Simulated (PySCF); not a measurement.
Compound: C7H7FO2.
Geometry (GFN2-xTB, Å), atoms numbered from 1 in this order:
```
atom  x, y, z in Å
C1     3.6606   -0.2343    0.1670
C2     2.4932    0.0350    0.0903
C3     1.0995    0.2576   -0.0296
C4     0.5600    1.3975    0.4236
O5    -0.7274    1.8140    0.4258
C6    -1.7008    0.9160   -0.0738
C7    -1.6279   -0.4454    0.6163
C8    -0.6345   -1.3753   -0.0940
F9    -0.1656   -2.2868    0.8468
O10    0.4157   -0.7603   -0.7140
H11    4.6864   -0.4377    0.2458
H12    1.2028    2.1311    0.8886
H13   -2.6556    1.4024    0.1360
H14   -1.5898    0.8025   -1.1604
H15   -2.6076   -0.9208    0.6386
H16   -1.2953   -0.3017    1.6477
H17   -1.1207   -1.9819   -0.8713
```

NICS is the negative of the GIAO shielding at a point without a nucleus: at the ring centre (0) and 1 Å above and below it (1); zz is the component along the ring normal. Level: GIAO PBE0/pcSseg-1 (PySCF, non-relativistic, gas phase) on the GFN2-xTB geometry, one conformer.

Ring bond lengths (Å), with Mayer bond orders in brackets: C3–C4 1.340 (1.70), C4–O5 1.353 (1.04), O5–C6 1.415 (0.88), C6–C7 1.528 (1.02), C7–C8 1.535 (1.02), C8–O10 1.366 (1.01), O10–C3 1.404 (0.96).

Give the NICS values of each ring in ppm.

| ring | type | NICS(0) | NICS(1), two faces | NICS(1)zz, two faces | rms pucker (Å) | centre to ring atoms, mean (Å) |
| --- | --- | --- | --- | --- | --- | --- |
| C3–C4–O5–C6–C7–C8–O10 | 7-membered ring with 2 O; formal bonds 1 double, 6 single | -1.0 | -2.6 / -0.7 | 3.1 / 4.7 | 0.33 | 1.55 |

What can be read from them?

- C3–C4–O5–C6–C7–C8–O10: mean NICS(1)zz 3.9 ppm, deshielded. C6, C7, C8 have four or more neighbours, and the NICS criterion for π rings isn't applied.

How shielded are the nuclei of the rings and their hydrogens (means over atoms taken as equivalent)?

```json
{"atoms": "C3", "environment": "vinylic carbon bearing oxygen", "σ isotropic (ppm)": "61.7", "principal values of the symmetric part, first atom (ppm)": "-17.4, 98.2, 104.4"}
{"atoms": "C4", "environment": "vinylic carbon bearing oxygen", "σ isotropic (ppm)": "38.2", "principal values of the symmetric part, first atom (ppm)": "-54.7, 64.5, 104.8"}
{"atoms": "O5", "environment": "cyclic ether oxygen", "σ isotropic (ppm)": "191.6", "principal values of the symmetric part, first atom (ppm)": "78.4, 200.1, 296.4"}
{"atoms": "C6", "environment": "sp3 carbon bound to oxygen", "σ isotropic (ppm)": "120.6", "principal values of the symmetric part, first atom (ppm)": "91.5, 107.1, 163.0"}
{"atoms": "C7", "environment": "ring CH2 carbon", "σ isotropic (ppm)": "146.3", "principal values of the symmetric part, first atom (ppm)": "132.4, 140.6, 165.8"}
{"atoms": "C8", "environment": "sp3 C–F carbon", "σ isotropic (ppm)": "69.8", "principal values of the symmetric part, first atom (ppm)": "45.6, 74.0, 89.9"}
{"atoms": "O10", "environment": "cyclic ether oxygen", "σ isotropic (ppm)": "204.7", "principal values of the symmetric part, first atom (ppm)": "170.7, 203.0, 240.4"}
{"atoms": "H12", "environment": "vinylic hydrogen", "σ isotropic (ppm)": "25.29", "principal values of the symmetric part, first atom (ppm)": "21.8, 26.0, 28.1"}
{"atoms": "H13", "environment": "methylene hydrogen", "σ isotropic (ppm)": "27.59", "principal values of the symmetric part, first atom (ppm)": "22.4, 27.2, 33.2"}
{"atoms": "H14", "environment": "methylene hydrogen", "σ isotropic (ppm)": "27.05", "principal values of the symmetric part, first atom (ppm)": "24.1, 26.0, 31.1"}
{"atoms": "H15", "environment": "methylene hydrogen", "σ isotropic (ppm)": "29.39", "principal values of the symmetric part, first atom (ppm)": "24.9, 28.2, 35.0"}
{"atoms": "H16", "environment": "methylene hydrogen", "σ isotropic (ppm)": "29.16", "principal values of the symmetric part, first atom (ppm)": "27.4, 28.1, 32.0"}
{"atoms": "H17", "environment": "methine hydrogen", "σ isotropic (ppm)": "25.75", "principal values of the symmetric part, first atom (ppm)": "23.4, 24.2, 29.6"}
```

Hardware: an Arm Neoverse N1 with one thread, shared host. Cost: 85 s (with the writing of density and orbital grids), 0.91 GiB resident at most. This is the whole shielding run at PBE0/pcSseg-1, SCF included.
